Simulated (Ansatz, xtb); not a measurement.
Two structures of FNO2Sn

We compare a, `O=N[O][Sn][F]`, a singlet, with b, a singlet given by its coordinates. Both are isolated molecules in the gas phase, relaxed with B3LYP-D3(BJ)/def2-SVP; the shapes shown needn't be the lowest conformers.

a (Å):

```yaml
atoms:
  - { symbol: F, position_ang: [-1.7958, -1.0676, -0.6683] }
  - { symbol: N, position_ang: [-3.6684, 0.4697, 1.3346] }
  - { symbol: O, position_ang: [-4.4327, 1.0252, 2.0326] }
  - { symbol: O, position_ang: [-2.3509, 0.6295, 1.7845] }
  - { symbol: Sn, position_ang: [-0.7706, -0.2242, 0.7703] }
```

b (Å):

```yaml
atoms:
  - { symbol: F, position_ang: [0.1882, -5.0885, 1.0273] }
  - { symbol: N, position_ang: [-0.9970, -2.1728, 1.2921] }
  - { symbol: O, position_ang: [-0.6626, -1.0933, 1.6646] }
  - { symbol: O, position_ang: [-1.7596, -2.9168, 2.0363] }
  - { symbol: Sn, position_ang: [-1.4121, -4.2571, 0.2654] }
```

Close contacts (Å): F1–Sn5 1.96, N2–O3 1.19, N2–O4 1.30, N2–Sn5 2.36, O4–Sn5 2.25.

**Question.** Estimate which is lower in electronic energy at CCSD(T)/def2-SVP + ΔMP2/def2-TZVPP, and by roughly how much.

**Answer.** Not settled: CCSD(T)/def2-SVP + ΔMP2/def2-TZVPP gives E(b) − E(a) = +4.27 kJ/mol, but this leans on the basis-set step: CCSD(T) alone gives +3.37 kJ/mol.

The same difference at several levels:

| level | geometry | E(b) − E(a) (kJ/mol) | departure from the last row (kJ/mol) | job, with rough time for the two |
| --- | --- | --- | --- | --- |
| GFN2-xTB | GFN2-xTB | −2.06 | −6.33 | optimisation, 0.16 s |
| HF/STO-3G | GFN2-xTB | +68.10 | +63.83 | single point, 0.92 s |
| r2SCAN-D4/def2-SVP | GFN2-xTB | −25.66 | −29.93 | single point, 2.2 s |
| B3LYP-D3(BJ)/def2-SVP | B3LYP-D3(BJ)/def2-SVP | −5.03 | −9.30 | optimisation, 32 s |
| HF/def2-SVP | B3LYP-D3(BJ)/def2-SVP | +23.35 | +19.08 | part of the CCSD(T) run |
| MP2/def2-SVP | B3LYP-D3(BJ)/def2-SVP | −4.69 | −8.96 | part of the CCSD(T) run |
| CCSD(T)/def2-SVP | B3LYP-D3(BJ)/def2-SVP | +3.37 | −0.90 | single point |
| CCSD(T)/def2-SVP + ΔMP2/def2-TZVPP | B3LYP-D3(BJ)/def2-SVP | +4.27 |  | single point, 23 s |

r2SCAN-D4/def2-SVP, B3LYP-D3(BJ)/def2-SVP, MP2/def2-SVP put the two in the other order. GFN2-xTB finds them nearly level. The largest departure from CCSD(T)/def2-SVP + ΔMP2/def2-TZVPP is that of HF/STO-3G, 63.83 kJ/mol. The last row adds to CCSD(T) the change of the MP2 difference between the two basis sets, here +0.90 kJ/mol.

With harmonic frequencies from B3LYP-D3(BJ)/def2-SVP (ideal gas, rigid rotor, one conformer each, 298.15 K, 1 atm): on the last row, ΔE + ΔZPE = +7.47 kJ/mol. A mode under 50 cm⁻¹ makes harmonic enthalpies and free energies unreliable, so none is given.

The T1 diagnostic of structure b is large, so the coupled-cluster value is less sure. The correlated steps freeze 8 core orbitals; the filled d shell of Sn is correlated, in a basis made for valence electrons. Atoms past krypton carry core potentials in the def2 sets, other sets are all-electron and non-relativistic, and no spin–orbit term is included. Programs: Ansatz 0.2.0, xtb 6.7.1; the last row on 1 thread of Intel(R) Xeon(R) 6975P-C (Granite Rapids) on a shared host.
